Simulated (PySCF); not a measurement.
C$_{4}$H$_{3}$O (SMILES [c-]1ccco1), charge -1, singlet, geometry from GFN2-xTB; DF-CAMB3LYP/6-31+G* (PySCF).

PySCF was given this input:
```python
from pyscf import gto, scf, dft

mol = gto.M(
    atom='''
O    -0.004341    0.047931    1.169040
C     0.016995    1.220550    0.394784
C    -0.017605   -1.044580    0.366982
C     0.015536    0.752944   -0.919969
C    -0.006104   -0.664033   -0.938463
H    -0.034597   -2.019360    0.839172
H     0.028937    1.373996   -1.813766
H    -0.012541   -1.327370   -1.797730
''',
    basis='6-31+g*',
    charge=-1,
    spin=0,
    verbose=4,
)

mf = dft.RKS(mol)
mf.xc = 'camb3lyp'
mf = mf.density_fit(auxbasis='def2-universal-jkfit')
mf.kernel()
mf.analyze()
```

It wrote (shortened):

```
PySCF version 2.14.0

[INPUT] verbose = 4
[INPUT] num. atoms = 8
[INPUT] num. electrons = 36
[INPUT] charge = -1
[INPUT] spin (= nelec alpha-beta = 2S) = 0
[INPUT] symmetry False subgroup None
[INPUT] Mole.unit = angstrom
[INPUT] Symbol           X                Y                Z      unit          X                Y                Z       unit  Magmom
[INPUT]  1 O     -0.004341000000   0.047931000000   1.169040000000 AA   -0.008203301107   0.090576462877   2.209165428662 Bohr   0.0
[INPUT]  2 C      0.016995000000   1.220550000000   0.394784000000 AA    0.032115895487   2.306505221338   0.746033638360 Bohr   0.0
[INPUT]  3 C     -0.017605000000  -1.044580000000   0.366982000000 AA   -0.033268628423  -1.973970115198   0.693495472645 Bohr   0.0
[INPUT]  4 C      0.015536000000   0.752944000000  -0.919969000000 AA    0.029358785071   1.422857947135  -1.738489453090 Bohr   0.0
[INPUT]  5 C     -0.006104000000  -0.664033000000  -0.938463000000 AA   -0.011534888264  -1.254840507673  -1.773438048038 Bohr   0.0
[INPUT]  6 H     -0.034597000000  -2.019360000000   0.839172000000 AA   -0.065378854732  -3.816037346902   1.585805251404 Bohr   0.0
[INPUT]  7 H      0.028937000000   1.373996000000  -1.813766000000 AA    0.054683004867   2.596476136248  -3.427520994048 Bohr   0.0
[INPUT]  8 H     -0.012541000000  -1.327370000000  -1.797730000000 AA   -0.023699055328  -2.508365765964  -3.397217345914 Bohr   0.0

nuclear repulsion = 151.035753766062
number of shells = 46
number of NR pGTOs = 167
number of NR cGTOs = 96
basis = 6-31+g*
ecp = {}

******** <class 'pyscf.df.df_jk.DFRKS'> ********
method = DFRKS
initial guess = minao
damping factor = 0
level_shift factor = 0
DIIS = <class 'pyscf.scf.diis.CDIIS'>
diis_start_cycle = 1
diis_space = 8
diis_damp = 0
SCF conv_tol = 1e-09
SCF conv_tol_grad = None
SCF max_cycles = 50
direct_scf = False
XC library pyscf.dft.libxc version 7.1.2
    S. Lehtola, C. Steigemann, M. J. T. Oliveira, and M. A. L. Marques,  SoftwareX 7, 1–5 (2018)
XC functionals = camb3lyp
    T. Yanai, D. P. Tew, and N. C. Handy,  Chem. Phys. Lett. 393, 51 (2004)
radial grids:
    Treutler-Ahlrichs [JCP 102, 346 (1995); DOI:10.1063/1.469408] (M4) radial grids

becke partition: Becke, JCP 88, 2547 (1988); DOI:10.1063/1.454033
pruning grids: <function nwchem_prune>
grids dens level: 3
symmetrized grids: False
atomic radii adjust function: <function treutler_atomic_radii_adjust>
small_rho_cutoff = 0
Set gradient conv threshold to 3.16228e-05
Initial guess from minao.
tot grids = 99984
******** <class 'pyscf.df.df.DF'> ********
auxbasis = def2-universal-jkfit
Create RSH-DF object <pyscf.df.df.DF object> for omega=0.33
******** <class 'pyscf.df.df.DF'> ********
auxbasis = auxmol.basis = def2-universal-jkfit
init E= -230.15900897836
  HOMO = -0.230585858127911  LUMO = -0.0277710809718661  gap/eV = 5.51887
cycle= 1 E= -229.183003499335  delta_E= 0.976  |g|= 0.556  |ddm|= 4.32
  HOMO = 0.0668384489294591  LUMO = 0.162182070622038  gap/eV = 2.59443
cycle= 2 E= -229.154177187795  delta_E= 0.0288  |g|= 0.738  |ddm|= 10.6
  HOMO = -0.0433527153958004  LUMO = 0.168836258836262  gap/eV = 5.77396
cycle= 3 E= -229.276719486596  delta_E= -0.123  |g|= 0.0848  |ddm|= 7.09
  HOMO = -0.0549077656866874  LUMO = 0.167319171104173  gap/eV = 6.04710
cycle= 4 E= -229.277941181543  delta_E= -0.00122  |g|= 0.0504  |ddm|= 0.702
  HOMO = -0.0560890491586332  LUMO = 0.168024515528139  gap/eV = 6.09844
cycle= 5 E= -229.278544798309  delta_E= -0.000604  |g|= 0.0117  |ddm|= 0.308
  HOMO = -0.0571913383887854  LUMO = 0.168102737774261  gap/eV = 6.13056
cycle= 6 E= -229.278580125807  delta_E= -3.53e-05  |g|= 0.00493  |ddm|= 0.206
  HOMO = -0.0571345290302174  LUMO = 0.16792008338542  gap/eV = 6.12405
cycle= 7 E= -229.27858800015  delta_E= -7.87e-06  |g|= 0.00129  |ddm|= 0.083
  HOMO = -0.05743743742417  LUMO = 0.167915701738566  gap/eV = 6.13217
cycle= 8 E= -229.278588710728  delta_E= -7.11e-07  |g|= 0.000647  |ddm|= 0.0579
  HOMO = -0.0573405166866183  LUMO = 0.167919341791895  gap/eV = 6.12963
cycle= 9 E= -229.278588850634  delta_E= -1.4e-07  |g|= 0.000138  |ddm|= 0.0107
  HOMO = -0.0573638983775799  LUMO = 0.167930513380519  gap/eV = 6.13057
cycle= 10 E= -229.278588862571  delta_E= -1.19e-08  |g|= 3.11e-05  |ddm|= 0.0033
  HOMO = -0.0573662077833106  LUMO = 0.167930614510854  gap/eV = 6.13064
cycle= 11 E= -229.278588863129  delta_E= -5.58e-10  |g|= 1.35e-05  |ddm|= 0.000535
  HOMO = -0.0573667376971185  LUMO = 0.167931189755379  gap/eV = 6.13067
Extra cycle  E= -229.278588863171  delta_E= -4.17e-11  |g|= 1.34e-05  |ddm|= 0.000696
converged SCF energy = -229.278588863171
**** SCF Summaries ****
Total Energy =                        -229.278588863170654
Nuclear Repulsion Energy =             151.035753766061845
One-electron Energy =                 -616.581768700309340
Two-electron Energy =                  236.267426071076841
Two-electron Coulomb Energy =          267.705712752765407
DFT Exchange-Correlation Energy =      -31.438286681688574
HOMO-LUMO gap [eV] =                     6.130668873415872
**** MO energy ****
MO #1   energy= -19.0702113604959  occ= 2
MO #2   energy= -10.1084052744398  occ= 2
MO #3   energy= -10.0683378268621  occ= 2
MO #4   energy= -10.0527941497407  occ= 2
MO #5   energy= -10.0345253597665  occ= 2
MO #6   energy= -0.966275639327173 occ= 2
MO #7   energy= -0.673040362579104 occ= 2
MO #8   energy= -0.598344514134629 occ= 2
MO #9   energy= -0.455207517805914 occ= 2
MO #10  energy= -0.426487288770543 occ= 2
MO #11  energy= -0.393984003538437 occ= 2
MO #12  energy= -0.304982882272596 occ= 2
MO #13  energy= -0.285873381457955 occ= 2
MO #14  energy= -0.26238929705257  occ= 2
MO #15  energy= -0.225005741502453 occ= 2
MO #16  energy= -0.14071902210854  occ= 2
MO #17  energy= -0.065127388916034 occ= 2
MO #18  energy= -0.0573667376971185 occ= 2
MO #19  energy= 0.167931189755379  occ= 0
MO #20  energy= 0.179273175804218  occ= 0
MO #21  energy= 0.194618153166664  occ= 0
MO #22  energy= 0.213398186134244  occ= 0
MO #23  energy= 0.220107699075018  occ= 0
MO #24  energy= 0.23579503975406   occ= 0
MO #25  energy= 0.237339968763916  occ= 0
MO #26  energy= 0.26181096224676   occ= 0
 ** Mulliken pop on meta-lowdin orthogonal AOs  **
 ** Mulliken pop  **
 ** Mulliken atomic charges  **
charge of    0O =     -0.28998
charge of    1C =     -0.35557
charge of    2C =     -0.06678
charge of    3C =     -0.28987
charge of    4C =     -0.23741
charge of    5H =      0.08484
charge of    6H =      0.07413
charge of    7H =      0.08063

WARN: System has nonzero charge -1; the dipole moment is origin-dependent.
Location of origin: [0. 0. 0.]

Dipole moment(X, Y, Z, Debye): -0.06673, -4.93257, -2.04215
```
